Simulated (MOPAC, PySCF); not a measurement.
C2H6ClGa, SMILES `[CH3][Ga]([CH3])[Cl]`, neutral singlet in the gas phase. 

Cartesian coordinates (Å):
SMILES: [CH3][Ga]([CH3])[Cl]
```xyz
10

C      1.8150    -0.1825    -0.1487
Ga    -0.0170     0.4414     0.2097
C     -1.7909    -0.3568    -0.0903
Cl    -0.1028     2.4365     1.1113
H      1.8475    -1.2526    -0.3517
H      2.4564     0.0485     0.7017
H      2.2087     0.3501    -1.0168
H     -2.2984    -0.4767     0.8682
H     -1.7255    -1.3262    -0.5833
H     -2.3930     0.3182    -0.7000
```
Charge 0, spin multiplicity 1.

All levels are single points at this geometry (B3LYP-D3(BJ)/def2-TZVP); Pople sets use spherical d functions. Orbital energies aren't observables, and empty levels follow the basis.

ωB97X-D3(BJ)/def2-TZVP in PySCF gives HOMO (eV) = -10.22.

### Question
Estimate the HOMO (eV) from each of these levels: BP86/6-31G* in PySCF; SVWN5/6-31G* in PySCF; PM3 in MOPAC; PM6 in MOPAC; PM7 in MOPAC.

### Answer

```json
[
 {"level": "BP86/6-31G* in PySCF", "HOMO (eV)": "-6.52"},
 {"level": "SVWN5/6-31G* in PySCF", "HOMO (eV)": "-6.53"},
 {"level": "PM3 in MOPAC", "HOMO (eV)": "-9.68"},
 {"level": "PM6 in MOPAC", "HOMO (eV)": "-10.51"},
 {"level": "PM7 in MOPAC", "HOMO (eV)": "-10.65"}
]
```
